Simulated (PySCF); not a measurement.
Molfile (atoms numbered from 1):
```
C4H8OSi
     RDKit          3D

 14 13  0  0  0  0  0  0  0  0999 V2000
   -3.6044    0.0974    0.6604 C   0  0  0  0  0  0  0  0  0  0  0  0
   -2.5282   -0.4090    0.4262 C   0  0  0  0  0  0  0  0  0  0  0  0
   -1.2072   -0.9458    0.1643 C   0  0  0  0  0  0  0  0  0  0  0  0
    0.1054    0.3600    0.5207 Si  0  0  0  0  0  4  0  0  0  0  0  0
    1.5668   -0.3722    0.2100 O   0  0  0  0  0  0  0  0  0  0  0  0
    2.8163    0.2399    0.3598 C   0  0  0  0  0  0  0  0  0  0  0  0
   -4.5643    0.5336    0.8642 H   0  0  0  0  0  0  0  0  0  0  0  0
   -1.1096   -1.2721   -0.8848 H   0  0  0  0  0  0  0  0  0  0  0  0
   -1.0008   -1.8256    0.7969 H   0  0  0  0  0  0  0  0  0  0  0  0
    0.0205    0.7954    1.9489 H   0  0  0  0  0  0  0  0  0  0  0  0
   -0.0931    1.5509   -0.3617 H   0  0  0  0  0  0  0  0  0  0  0  0
    2.9390    1.1044   -0.3188 H   0  0  0  0  0  0  0  0  0  0  0  0
    2.9863    0.5917    1.3945 H   0  0  0  0  0  0  0  0  0  0  0  0
    3.6017   -0.4927    0.1193 H   0  0  0  0  0  0  0  0  0  0  0  0
  1  2  3  0
  2  3  1  0
  3  4  1  0
  4  5  1  0
  5  6  1  0
  1  7  1  0
  3  8  1  0
  3  9  1  0
  4 10  1  0
  4 11  1  0
  6 12  1  0
  6 13  1  0
  6 14  1  0
M  END
```

Geometry: PBE0-D3(BJ)/def2-SVP; GIAO shifts from PySCF, gas phase, non-relativistic, averaged over equivalent atoms.

At PBE0/6-31G* (104 basis functions, 10 s wall time on 1 thread of an Arm Neoverse V1, shared host):
```json
{"atoms": "C2", "δ (ppm)": "69.1"}
{"atoms": "C1", "δ (ppm)": "64.4"}
{"atoms": "C6", "δ (ppm)": "50.9"}
{"atoms": "C3", "δ (ppm)": "3.3"}
{"atoms": "Si4", "δ (ppm)": "9.1"}
{"atoms": "O5", "δ (ppm)": "-5.2"}
{"atoms": "H10/H11", "δ (ppm)": "5.12"}
{"atoms": "H12/H13/H14", "δ (ppm)": "3.53"}
{"atoms": "H8/H9", "δ (ppm)": "1.61"}
{"atoms": "H7", "δ (ppm)": "1.47"}
```

References, each an isolated molecule treated in the same way: ¹³C (σ = 194.14 ppm), ²⁹Si (σ = 418.09 ppm), ¹H (σ = 31.96 ppm) vs TMS; ¹⁷O (σ = 324.18 ppm) against H2O.

What do these become at PBE/pcSseg-1?

Answers


```json
{"atoms": "C2", "δ at PBE/pcSseg-1": "77.3", "change": "+8.2"}
{"atoms": "C1", "δ at PBE/pcSseg-1": "70.4", "change": "+6.0"}
{"atoms": "C6", "δ at PBE/pcSseg-1": "55.7", "change": "+4.8"}
{"atoms": "C3", "δ at PBE/pcSseg-1": "4.7", "change": "+1.4"}
{"atoms": "Si4", "δ at PBE/pcSseg-1": "-12.9", "change": "-22.0"}
{"atoms": "O5", "δ at PBE/pcSseg-1": "18.6", "change": "+23.8"}
{"atoms": "H10/H11", "δ at PBE/pcSseg-1": "4.90", "change": "-0.22"}
{"atoms": "H12/H13/H14", "δ at PBE/pcSseg-1": "3.74", "change": "+0.21"}
{"atoms": "H8/H9", "δ at PBE/pcSseg-1": "1.94", "change": "+0.33"}
{"atoms": "H7", "δ at PBE/pcSseg-1": "1.48", "change": "+0.01"}
```

Scale: ¹³C (σref 180.03) and ²⁹Si (σref 334.61) and ¹H (σref 31.20) vs TMS; ¹⁷O (σref 334.63) vs H2O (reference shieldings calculated alike).

The largest change is at O5 (oxygen bonded to C, Si). Cost: 149 basis functions, 19 s wall time on 1 thread of an Arm Neoverse V1, shared host. The order of the carbon signals is the same at both levels.

Experimental scales use liquid or dissolved standards, which lie at an offset from isolated H2O (liquid H2O: subtract about 36 ppm).
